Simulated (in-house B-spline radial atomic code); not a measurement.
# BLYP excitations of Te4+

Method: BLYP. Computed with an all-electron radial atomic-structure program (B-spline basis): linear response of the closed shell [Kr] 4d10 5s2 with the functional's adiabatic kernel; non-relativistic, point nucleus, no spin-orbit coupling, no double excitations, S, P, D and F terms only; shells from n = 3 respond. Only terms of natural parity with L up to 3 were computed.

Without relativity these are model numbers for so heavy an element.

Command:
```bash
python run_td.py task.json out
```
Settings (radii: box in bohr, nucleus in fm):
```
Z                        52
electrons                48
configuration            [Kr] 4d10 5s2
hamiltonian              nr
method                   b88,lyp
box_radius               19.1
intervals                56
```

Cost of the run: 1 s on 1 thread of Intel(R) Xeon(R) 6975P-C (Granite Rapids), on a shared host.

The lowest states, in the order of their Tamm-Dancoff energies; the method's threshold (minus the highest occupied level) is 51.45 eV. Labels give the largest channel, * marks a mixed state, and oscillator strengths are full-response dipole values. Semilocal kernels can invert the small singlet-triplet splittings of Rydberg terms. Energies in eV:

```json
{"state": "5s → 5p 3P", "full response": "8.890", "Tamm-Dancoff": "8.980", "oscillator strength": "-"}
{"state": "5s → 5p 1P", "full response": "12.604", "Tamm-Dancoff": "13.242", "oscillator strength": "1.5"}
{"state": "5s → 5d 3D", "full response": "23.874", "Tamm-Dancoff": "23.903", "oscillator strength": "-"}
{"state": "5s → 5d 1D", "full response": "25.165", "Tamm-Dancoff": "25.189", "oscillator strength": "-"}
{"state": "5s → 6s 3S", "full response": "28.176", "Tamm-Dancoff": "28.178", "oscillator strength": "-"}
{"state": "5s → 4f 3F", "full response": "?", "Tamm-Dancoff": "?", "oscillator strength": "-"}
{"state": "5s → 6s 1S", "full response": "28.928", "Tamm-Dancoff": "28.962", "oscillator strength": "-"}
{"state": "5s → 4f 1F", "full response": "?", "Tamm-Dancoff": "?", "oscillator strength": "-"}
{"state": "5s → 6p 3P", "full response": "31.80", "Tamm-Dancoff": "31.80", "oscillator strength": "-"}
{"state": "5s → 6p 1P", "full response": "32.08", "Tamm-Dancoff": "32.12", "oscillator strength": "0.0792"}
{"state": "5s → 6d 3D", "full response": "37.32", "Tamm-Dancoff": "37.33", "oscillator strength": "-"}
{"state": "5s → 6d 1D", "full response": "37.55", "Tamm-Dancoff": "37.56", "oscillator strength": "-"}
{"state": "5s → 7s 3S", "full response": "38.53", "Tamm-Dancoff": "38.54", "oscillator strength": "-"}
{"state": "5s → 5f 3F", "full response": "38.55", "Tamm-Dancoff": "38.56", "oscillator strength": "-"}
{"state": "5s → 5f 1F", "full response": "38.65", "Tamm-Dancoff": "38.65", "oscillator strength": "-"}
{"state": "5s → 7s 1S", "full response": "38.77", "Tamm-Dancoff": "38.78", "oscillator strength": "-"}
```

Problem. Where does 5s → 4f 1F lie?

Solution. At 29.870 eV in full response, 29.875 eV in Tamm-Dancoff.

Problem. Where does 5s → 4f 3F lie?

Solution. At 28.856 eV in full response, 28.898 eV in Tamm-Dancoff.

Problem. How large is the singlet-triplet splitting of 5s → 5p (P terms) in Tamm-Dancoff?

Solution. 4.26 eV, from the unrounded values.

Problem. What polarisabilities and dispersion coefficient does the method give?

Solution. Dipole 8.578 bohr³, quadrupole 21.17 bohr⁵, C6 35.24 hartree·bohr⁶ for two such species.
